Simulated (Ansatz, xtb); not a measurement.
# C4H14BN: which of two isomers lies lower

Structure a: `C[BH2-][NH2+]CCC`, a singlet. Structure b: `[BH3-][NH2+][C@H](C)CC`, a singlet. Both are isolated molecules in the gas phase, relaxed with PBE0-D3(BJ)/def2-SVP, each in the lowest conformer that the search found.

Quicker runs give these differences E(b) − E(a): GFN2-xTB −0.292 eV; HF/STO-3G +0.204 eV (at GFN2-xTB geometries); r2SCAN-D4/def2-SVP +0.182 eV (at GFN2-xTB geometries).

**Question.** Estimate which is lower in electronic energy at CCSD(T)/def2-SVP + ΔMP2/def2-TZVPP, and by roughly how much.

**Answer.** The CCSD(T)/def2-SVP + ΔMP2/def2-TZVPP calculation puts structure a lower, by 0.164 eV.

Level by level:

| level | geometry | E(b) − E(a) (eV) | departure from the last row (eV) | job, with rough time for the two |
| --- | --- | --- | --- | --- |
| GFN2-xTB | GFN2-xTB | −0.292 | −0.455 | optimisation, 0.16 s |
| HF/STO-3G | GFN2-xTB | +0.204 | +0.040 | single point, 0.36 s |
| r2SCAN-D4/def2-SVP | GFN2-xTB | +0.182 | +0.018 | single point, 3.9 s |
| PBE0-D3(BJ)/def2-SVP | PBE0-D3(BJ)/def2-SVP | +0.172 | +0.008 | optimisation, 57 s |
| HF/def2-SVP | PBE0-D3(BJ)/def2-SVP | +0.225 | +0.061 | part of the CCSD(T) run |
| MP2/def2-SVP | PBE0-D3(BJ)/def2-SVP | +0.142 | −0.021 | part of the CCSD(T) run |
| CCSD(T)/def2-SVP | PBE0-D3(BJ)/def2-SVP | +0.139 | −0.024 | single point |
| CCSD(T)/def2-SVP + ΔMP2/def2-TZVPP | PBE0-D3(BJ)/def2-SVP | +0.164 |  | single point, 84 s |

As drawn, b has 1 C–C, 1 B–H in place of 1 C–B, 1 C–H.

GFN2-xTB puts the two in the other order. The largest departure from CCSD(T)/def2-SVP + ΔMP2/def2-TZVPP is that of GFN2-xTB, 0.455 eV. The last row adds to CCSD(T) the change of the MP2 difference between the two basis sets, here +0.024 eV.

With thermal terms from frequencies at re-optimised GFN2-xTB minima (ideal gas, soft modes damped towards free rotors, one conformer each, 298.15 K, 1 atm): on the last row, ΔE + ΔZPE = +0.129, ΔH = +0.128, ΔG = +0.138 eV.

The correlated steps freeze 6 core orbitals. Mirror images aren't counted in ΔG. Run with Ansatz 0.2.0, xtb 6.7.1; the last row on 4 threads of Arm Neoverse V1 on a shared host.
